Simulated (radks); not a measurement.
Results of a calculation; reference values are marked as such.
Successive ionisation energies (eV) of one element, from differences of total energies of ions in their ground configurations, starting at charge 0: 7.294, 18.186, 30.620, 44.507, 59.604, 75.753, 92.845, 110.80, 179.93, 201.66, 223.87, 246.54, 269.61, 293.01, 353.07, 378.35, 672.43, 730.37, 789.95, 851.13, 913.90, 978.23. Level of theory: Dirac Kohn-Sham, PBE, spin-unpolarised, spherical densities, point nucleus; open shells are shared between the two j in proportion to 2j + 1 (a radial shooting solver on a logarithmic mesh with Libxc functionals). Which element is it?

Answer. Ruthenium (Z = 44). The first species listed is Ru in [Kr] 4d7 5s1, the last Ru21+ in [Ar] 3d5.
